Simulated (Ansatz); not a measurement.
Reaction (formal exchange of groups at the Si–O bond): `O[SiH2][SiH2][SeH]` + CH₄ → `C[SiH2][SiH2][SeH]` + H₂O

Calculated with Ansatz (gas phase, PBE0-D4/def2-TZVP geometries, no zero-point term in ΔE). CCSD(T)/CBS adds triple-zeta CCSD(T) − MP2 to the extrapolated MP2 energy (def2 sets, frozen cores). This one scheme is used for every species. DFT in def2-TZVPP. For Se outer-core shells are correlated without core-valence functions, which leaves a few kJ/mol of doubt a bond. Scalar relativity is left out up to krypton. One conformer a species, not always the lowest.

Is it downhill or uphill in electronic energy at CCSD(T)/CBS, and by how much? (Estimate.)

Computed: Uphill: ΔE = +85.6 kJ/mol.

What do these levels give: ωB97X-V, ωB97M-V, MP2/def2-TZVPP, CCSD(T)/def2-TZVPP, SCS-MP2/def2-QZVPP, HF/CBS(def2)? (An estimate is asked.)

The calculation gave: ωB97X-V 89.2, ωB97M-V 89.0, MP2/def2-TZVPP 88.0, CCSD(T)/def2-TZVPP 86.9, SCS-MP2/def2-QZVPP 90.9, HF/CBS(def2) 101.8 kJ/mol.

Largest T1 diagnostic among the species: 0.011.

In def2-TZVPP, CCSD(T) changes the Hartree–Fock value by −14.7 kJ/mol (the triples alone add −1.1 kJ/mol) and MP2 by −13.6 kJ/mol.
